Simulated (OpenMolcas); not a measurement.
## Fe2+, Ru2+, Os2+: d⁶ down the group

| Quantity | Value |
| --- | --- |
| Program | OpenMolcas 26.06 |
| Method | CASSCF |
| Basis | ANO-RCC-VTZP |
| Scalar Hamiltonian | DKH2, point nucleus |
| Spin-orbit coupling | RASSI with atomic mean-field integrals over the reference wave functions, term energies averaged over their components |

Active space for each ion: 6 electrons in 5 orbitals (d).

Computed levels in cm-1 above ⁵D₄:

| Level | Fe2+ | Ru2+ | Os2+ |
| --- | --- | --- | --- |
| ⁵D₃ | 435 | 1143 | 4429 |
| ⁵D₂ | 745 | 1856 | 5232 |
| ⁵D₁ | 946 | 2311 | 7154 |
| ⁵D₀ | 1045 | 2531 | 7632 |
| ³H₆ | 22546 | 17862 | 18521 |
| ³H₅ | 22778 | 18272 | 18741 |
| ³P₂(1) | 24711 | 19087 | 19042 |
| ³P₁(1) | 25997 | 22389 | 32959 |
| ³F₃(1) | 26096 | 20806 | 22097 |
| weight of ⁵D in the lowest level (%) | 100 | 99 | 90 |

Mixed levels, with the weight of the term that names them: Os2+ ³H₅ (60 %), Os2+ ³P₂(1) (68 %), Os2+ ³P₁(1) (52 %), Os2+ ³F₃(1) (60 %).

Measured, with the error of the calculation in %. Measured levels: Fe2+ from Corliss and Sugar, J. Phys. Chem. Ref. Data 11, 135 (1982); Ru2+ from Moore, Atomic Energy Levels, vol. III, NSRDS-NBS 35 (1971 reprint of NBS Circular 467, 1958).

```csv
Level,Fe2+,Ru2+
⁵D₃,436 (-0.2),1159 (-1.3)
⁵D₂,739 (+0.9),1826 (+1.6)
⁵D₁,932 (+1.5),2266 (+2.0)
⁵D₀,1027 (+1.7),2476 (+2.2)
³H₆,20051 (+12.4),
³H₅,20301 (+12.2),
³P₂(1),19405 (+27.3),
³P₁(1),20688 (+25.7),
³F₃(1),21700 (+20.3),
```

The fine-structure level ⁵D₀ changes by a factor of 7.3 from Fe2+ to Os2+.

Without spin-orbit coupling ³H lies 22332, 17309, 16169 cm-1 above ⁵D in that order; the difference to the level ³H₆, of either sign, comes from spin-orbit coupling, which also lowers the zero.

Without dynamic correlation excited terms often stand tens of per cent too high (terms of higher spin than the ground term too low), and those without a measured partner can miss by more than the paired ones. Terms from blocks run as CI alone lack orbitals of their own. Levels of configurations with an s electron are missing; early in the row they begin among the upper levels of the d shell and mix with terms of their name (holds for Ru2+). Configurations with an s electron lie low in 5d ions of this charge, fall among these levels and mix in, so low-spin terms can stand far too high, up to twice their true height, and weights are not those of the real levels (holds for Os2+). Measured partners are found by configuration, term and J. A level has none where our copy of the source lacks it or the pairing is in doubt (some pairs that miss far off the trend of their configuration count as doubtful), and it then counts in no deviation. Only configurations of the active space appear.

A number in round brackets counts repeated terms of one configuration in the order of the reference energies.
